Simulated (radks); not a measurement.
Question: The oxygen ion O+, [He] 2s2 2p3. Method: non-relativistic Kohn-Sham, LDA (Slater exchange, Perdew-Wang correlation), spin-polarised, spherical densities, point nucleus; computed with a radial shooting solver on a logarithmic mesh with Libxc functionals. Every spin shell is full or empty, so the densities are truly spherical. Functionals are evaluated on that one density, not self-consistently. Rank these orbital-free kinetic functionals by their error against the exact value of the orbitals, and give that value: Thomas-Fermi, von Weizsacker, TF + vW/9, TF + vW/5, LC94, APBEK, revAPBEK, Perdew 92, Thakkar, Pearson, LKT, PG1, DePristo-Kress, Ernzerhof.

Answer: Exact: 73.7123 hartree. From best to worst, with 100 (|E| - |E exact|)/|E exact| (equal figures are ties): LC94 +0.10, Thakkar +0.15, APBEK +0.18, Perdew 92 -0.21, TF + vW/9 -0.23, DePristo-Kress -0.63, revAPBEK +0.79, Ernzerhof +1.15, Pearson -2.99, TF + vW/5 +6.74, Thomas-Fermi -8.94, von Weizsacker -21.57, PG1 +36.40, LKT +43.17.
